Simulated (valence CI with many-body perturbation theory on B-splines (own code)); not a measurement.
E1 line list for Sn¹⁷⁺

Level of theory: relativistic CI+MBPT: five valence electrons over a frozen Dirac-Fock core [Ar] 3d10, radial functions for each j: 11 s, 11 p, 10 d, 8 f, 5 g, 2 h, with the one-electron correlation potential Σ1, the two-electron term Σ2, the three-electron term Σ3, Breit, model QED; selected CI, second order for the rest, scaled by the run's own slope (own B-spline code, finite nucleus).

No measured spectrum was set against this ion. As an estimate, levels hold to about 250 cm⁻¹ or 0.2 % of their energy and the worst to 1 %, as in measured heavy ions of charge 2 to 7; those with d or f electrons hold less well. Among the levels kept, up to 2100 cm⁻¹ of a level comes from second order outside the variational space, and about a tenth of that is noise between levels of different J, which matters for small intervals.

Lines 51 to 100 of 557 in falling wavelength, among levels below 1432300 cm⁻¹, chosen from the strongest by gf and those to the six lowest levels. Wavelengths and rates use the calculated energies, so an error of 1000 cm⁻¹ moves a line at 22.28 nm by 0.22 % and its rate by three times that or more. Electric multipoles are in the length gauge, E1 and E2 with the static RPA response of the core. Weak lines are less certain than strong ones. Lines between different terms over intervals too small for the method are left out, as are lines whose strength nearly cancels. Where a level lies close to another of its J and parity, the split of strength between their lines is uncertain.

Names give the largest LS component (configuration and term), which can be under half, so a name can repeat, a term be missing and a line seem to break the LS rules; names also repeat where a configuration has a term twice. Letters in brackets count levels of one name in rising energy.

```tsv
λ vac (nm)	Upper	Lower	A (s⁻¹)	S (a.u.) with core polarisation	S without
22.28	4s 4p4 4P_1/2	4s2 4p3 4S°_3/2	1.14e+10	1.24e-01	1.35e-01
22.23	4s 4p3 4d 2D°_5/2 [f]	4s2 4p2 4d 2P_3/2 [b]	4.49e+09	1.46e-01	1.60e-01
22.21	4s 4p4 2P_3/2	4s2 4p3 2P°_1/2	3.56e+09	7.69e-02	8.39e-02
22.16	4s 4p3 4d 4P°_3/2 [b]	4s2 4p2 4d 4D_5/2	8.63e+09	1.85e-01	2.02e-01
22.16	4s 4p3 4d 2F°_7/2 [e]	4s2 4p2 4d 2D_5/2 [c]	4.41e+09	1.89e-01	2.07e-01
22.15	4s 4p3 4d 2F°_5/2 [a]	4s2 4p2 4d 4P_3/2	5.09e+09	1.64e-01	1.79e-01
22.14	4s 4p3 4d 4D°_7/2 [b]	4s2 4p2 4d 2F_7/2 [a]	4.17e+09	1.79e-01	1.95e-01
22.13	4s 4p3 4d 2D°_3/2 [e]	4s2 4p2 4d 2P_1/2 [b]	7.51e+09	1.61e-01	1.76e-01
22.12	4s 4p4 2D_5/2	4s2 4p3 2D°_3/2	1.35e+08	4.32e-03	4.70e-03
22.09	4s 4p3 4d 2P°_3/2 [b]	4s2 4p2 4d 2D_5/2 [b]	6.65e+09	1.41e-01	1.54e-01
22.08	4s 4p3 4d 2D°_5/2 [c]	4s2 4p2 4d 2F_7/2 [b]	1.11e+10	3.55e-01	3.87e-01
22.04	4s 4p3 4d 4D°_5/2 [d]	4s2 4p2 4d 4P_5/2	4.94e+09	1.57e-01	1.71e-01
22.03	4s 4p3 4d 4F°_3/2 [b]	4s2 4p2 4d 4D_3/2	7.23e+09	1.53e-01	1.67e-01
22.03	4s 4p3 4d 4D°_5/2 [c]	4s2 4p2 4d 2P_3/2 [a]	5.59e+09	1.77e-01	1.93e-01
22.01	4s2 4p2 4d 4D_1/2 [a]	4s2 4p3 2P°_3/2	1.27e+10	1.34e-01	1.46e-01
21.99	4s 4p3 4d 4D°_7/2 [d]	4s2 4p2 4d 4P_5/2	4.16e+09	1.75e-01	1.91e-01
21.90	4s 4p3 4d 2D°_5/2 [d]	4s2 4p2 4d 2D_5/2 [a]	8.61e+09	2.68e-01	2.92e-01
21.88	4s 4p3 4d 4F°_5/2 [b]	4s2 4p2 4d 4D_3/2	5.21e+09	1.62e-01	1.77e-01
21.86	4s 4p3 4d 2F°_5/2 [a]	4s2 4p2 4d 4P_5/2	6.31e+09	1.95e-01	2.13e-01
21.85	4s 4p3 4d 4D°_7/2 [b]	4s2 4p2 4d 4F_7/2	5.28e+09	2.18e-01	2.37e-01
21.75	4s 4p3 4d 2P°_3/2 [d]	4s2 4p2 4d 2P_3/2 [b]	7.05e+09	1.43e-01	1.56e-01
21.67	4s 4p3 4d 2P°_1/2 [b]	4s2 4p2 4d 2D_3/2 [a]	1.13e+10	1.14e-01	1.24e-01
21.67	4s2 4p2 4f 2D°_3/2	4s2 4p2 4d 2D_5/2 [d]	1.27e+10	2.56e-01	2.79e-01
21.66	4s 4p3 4d 4D°_7/2 [d]	4s2 4p2 4d 2G_7/2	5.05e+09	2.03e-01	2.21e-01
21.65	4s 4p3 4d 2D°_3/2 [d]	4s2 4p2 4d 2D_3/2 [a]	1.27e+10	2.55e-01	2.78e-01
21.62	4s 4p3 4d 4D°_3/2 [c]	4s2 4p2 4d 4P_3/2	1.10e+10	2.20e-01	2.40e-01
21.62	4s 4p3 4d 2G°_9/2 [b]	4s2 4p2 4d 4F_9/2	9.98e+09	4.98e-01	5.43e-01
21.58	4s 4p3 4d 2D°_5/2 [b]	4s2 4p2 4d 4D_5/2	5.75e+09	1.71e-01	1.87e-01
21.54	4s 4p3 4d 4D°_1/2 [c]	4s2 4p2 4d 4P_1/2	1.51e+10	1.49e-01	1.63e-01
21.44	4s 4p3 4d 4D°_3/2 [b]	4s2 4p2 4d 4F_5/2	6.83e+09	1.33e-01	1.44e-01
21.36	4s 4p3 4d 4D°_7/2 [b]	4s2 4p2 4d 2F_5/2	3.19e+09	1.23e-01	1.34e-01
21.35	4s 4p3 4d 2D°_3/2 [c]	4s2 4p2 4d 2P_3/2 [a]	7.93e+09	1.52e-01	1.66e-01
21.34	4s2 4p2 4d 4F_3/2	4s2 4p3 2P°_1/2	1.64e+08	3.14e-03	3.47e-03
21.33	4s 4p3 4d 2D°_5/2 [f]	4s2 4p2 4d 2D_5/2 [c]	2.20e+10	6.31e-01	6.89e-01
21.29	4s 4p3 4d 4D°_5/2 [b]	4s2 4p2 4d 4F_7/2	8.10e+09	2.31e-01	2.52e-01
21.28	4s 4p3 4d 2D°_5/2 [a]	4s2 4p2 4d 4F_5/2	9.05e+09	2.58e-01	2.81e-01
21.27	4s2 4p2 4f 4G°_5/2	4s2 4p2 4d 2F_7/2 [c]	7.15e+09	2.04e-01	2.22e-01
21.23	4s2 4p2 4d 4D_3/2	4s2 4p3 2P°_3/2	8.05e+08	1.52e-02	1.65e-02
21.22	4s 4p3 4d 4F°_5/2 [b]	4s2 4p2 4d 2F_5/2	1.02e+10	2.88e-01	3.15e-01
21.16	4s 4p3 4d 4P°_3/2 [a]	4s2 4p2 4d 4F_5/2	1.20e+10	2.25e-01	2.44e-01
21.04	4s2 4p2 4d 4D_1/2 [b]	4s2 4p3 2P°_3/2	2.17e+10	1.99e-01	2.17e-01
21.00	4s 4p3 4d 2F°_7/2 [c]	4s2 4p2 4d 2F_7/2 [b]	1.16e+10	4.23e-01	4.61e-01
20.95	4s 4p3 4d 4P°_5/2 [b]	4s2 4p2 4d 2F_7/2 [a]	2.11e+10	5.73e-01	6.24e-01
20.94	4s 4p3 4d 4D°_7/2 [c]	4s2 4p2 4d 4F_7/2	4.10e+09	1.49e-01	1.62e-01
20.89	4s 4p3 4d 2D°_5/2 [g]	4s2 4p2 4d 2F_7/2 [c]	1.59e+10	4.30e-01	4.68e-01
20.87	4s 4p4 2P_3/2	4s2 4p3 2D°_5/2	2.75e+10	4.94e-01	5.38e-01
20.79	4s 4p3 4d 2F°_7/2 [a]	4s2 4p2 4d 2F_7/2 [a]	1.76e+10	6.24e-01	6.80e-01
20.64	4s 4p3 4d 2D°_5/2 [c]	4s2 4p2 4d 2G_7/2	8.90e+09	2.32e-01	2.52e-01
20.53	4s 4p3 4d 2P°_3/2 [b]	4s2 4p2 4d 2D_5/2 [a]	1.68e+10	2.87e-01	3.12e-01
20.51	4s 4p3 4d 2F°_5/2 [c]	4s2 4p2 4d 2D_3/2 [a]	4.64e+09	1.19e-01	1.29e-01
```
